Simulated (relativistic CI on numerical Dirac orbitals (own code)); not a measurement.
**Hyperfine structure of Lu LXI, mass number 173**

Computed by Dirac-Coulomb-Breit CI, KLI orbitals optimised for each configuration, QED by a radiative potential, unscaled Slater integrals (own radial code, finite nucleus).

Configuration list (outside the closed core [Ne]): 3s, 3p, 3d, 4s, 4p, 4d, 4f, 5s, 5p, 5d, 5f, 5g, 6s, 6p, 6d. Levels of other configurations are missing.

Nuclear spin I = 7/2, μ = 2.273 μN, Q = 3.53 b (tables of Stone and Pyykkö). The electronic factors are computed for point nuclear moments, without core polarisation or the Bohr-Weisskopf and QED corrections.

```
     Level  E (10³ cm⁻¹)  A (GHz)  B (GHz)
 3s 2S_1/2           0.0     3297         
3p 2P°_1/2        1208.4     1067         
3p 2P°_3/2        3688.0    126.3     1380
 3d 2D_3/2        5120.5    67.94      250
 3d 2D_5/2        5686.1    27.18      309
 4s 2S_1/2       23717.7     1351         
4p 2P°_1/2       24217.2    443.3         
4p 2P°_3/2       25232.0    53.09      585
```

Levels with J = 0, under 50 % of one LS term, or S terms without an open s electron are left out. Small factors come from cancelling terms and can be off by tens of per cent or more.

At this charge energies of transitions that change n are usually good to better than 1 %, and those within a shell (Δn = 0) to a few per cent.

(1) Give the hyperfine levels of 3s 2S_1/2 relative to its centre of gravity.

Answers

(1) With K = F(F + 1) − I(I + 1) − J(J + 1), E = AK/2: F = 3: -7419, F = 4: 5770 GHz.
